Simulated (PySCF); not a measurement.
GeTe: from constants to spectrum

RHF-CCSD(T) constants of GeTe, ¹Σ⁺ (singlet), closed shell (basis Ge def2-SVP, Te def2-SVP with ECP28; scalar-relativistic core potentials; PySCF 2.14; masses 73.9212 and 129.9062 u):

| Quantity | Value |
| --- | --- |
| ωe | 318.0 cm⁻¹ |
| ωexe | 0.64 cm⁻¹ |
| Be | 0.063299 cm⁻¹ |
| αe | 0.000167 cm⁻¹ |
| De to Ge + Te | 4.00 eV |

Question: What force constant and bond length do these constants imply?

Answer: Reduced mass μred = 47.113 u; k = 5.8918×10⁻⁷·μred·ωe² (u, cm⁻¹, mdyn/Å) = 2.81 mdyn/Å; Re = √(16.8576/(μred·Be)) (u, cm⁻¹, Å) = 2.378 Å.

Question: Estimate the centrifugal constant D from the Kratzer relation and find the Dunham coefficient a1.

Answer: D = 4Be³/ωe² = 1e-08 cm⁻¹; a1 = −1 − αeωe/(6Be²) = -3.21.

Measured values (Huber and Herzberg, Constants of Diatomic Molecules (1979)): ωe = 323.9 cm⁻¹, ωexe = 0.75 cm⁻¹, Be = 0.06533821 cm⁻¹, αe = 0.00017246 cm⁻¹.

Correlated steps freeze 13 core orbitals. Correlated levels converge slowly with the basis: in double zeta they bind strong bonds too weakly, by up to about 1 eV, and carry superposition errors of some tenths. Spin–orbit coupling is left out, which matters for elements this heavy, above all for dissociation energies. Where the molecule has an RHF reference, its open-shell atoms are computed with UHF. The CCSD T1 diagnostic is raised, a sign that a single reference may not be enough here.
